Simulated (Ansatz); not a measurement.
A nudged elastic band was laid between two geometries of CH$_{4}$MgOS (8 atoms, charge 0, multiplicity 1).

All numbers below come from RKS revPBE-D4/def2-SVP (Ansatz).

```yaml
movable_images: 7
climbing_image: yes
spring: 5.0 eV/Å²
optimiser: fire
start_path: IDPP
force_threshold: 0.05 eV/Å
iteration_limit: 60
end_points: relaxed
largest_step: 0.5 Å
```

Image 0:

```xyz
8
Properties=species:S:1:pos:R:3
C 0.174 1.697 -0.389
S 1.441 0.578 0.377
Mg 0.309 -1.451 0.479
O -0.430 -3.086 0.624
H 0.644 2.696 -0.477
H -0.119 1.366 -1.405
H -0.731 1.799 0.242
H -1.196 -3.656 0.492
```

Image 8:

```xyz
8
Properties=species:S:1:pos:R:3
C -0.373 1.709 0.090
S -0.098 0.505 1.475
Mg 0.388 -1.462 0.334
O 0.901 -2.946 -0.563
H 0.524 1.824 -0.550
H -1.242 1.432 -0.540
H -0.588 2.689 0.558
H 0.579 -3.807 -0.859
```

Task: What changes between the two ends?

Result: No bond is made or broken. The dihedral H6–C1–S2–Mg3 goes from -62 to 63°.

Task: Give the energies along the band, and the barrier.

Result: It converged. The highest image is number 5 of 0 to 8, 0.008 eV above the first end and 0.016 eV above the last; the last end lies 0.007 eV below the first. Beside the main top the profile has a ripple of under 15 meV (maxima at images 3, 5), which may be a very shallow well or noise. A structure lower than the first end lies on the path between it and the top, so the climb from that side starts below the end, which may itself be a saddle point or a shallow side well. Another band between the same ends (7 images) ends at a top of the same energy, where a vibrational analysis finds 1 clearly imaginary mode.

| image | path coordinate (Å) | energy (eV) | dihedral H6–C1–S2–Mg3 (°) |
| --- | --- | --- | --- |
| 0 | 0.00 | 0.000 | -62 |
| 1 | 0.64 | -0.005 | -45 |
| 2 | 1.28 | 0.004 | -21 |
| 3 | 1.91 | 0.007 | 5 |
| 4 | 2.55 | 0.000 | 31 |
| 5 | 3.19 | 0.008 | 22 |
| 6 | 3.67 | 0.004 | 28 |
| 7 | 4.14 | -0.005 | 46 |
| 8 | 4.61 | -0.007 | 63 |

Task: What is the geometry of the highest image?

Result: 
```xyz
8
Properties=species:S:1:pos:R:3
C -0.352 1.716 0.056
S 0.475 0.674 1.352
Mg 0.494 -1.430 0.370
O 0.434 -3.094 -0.292
H 0.409 2.277 -0.521
H -0.978 1.134 -0.649
H -1.009 2.440 0.577
H 0.618 -3.774 -0.949
```

Run time: 2.8 min on 1 thread of AMD EPYC 9R45 96-Core Processor (Zen 5), on a shared host, peak memory 0.14 GiB.
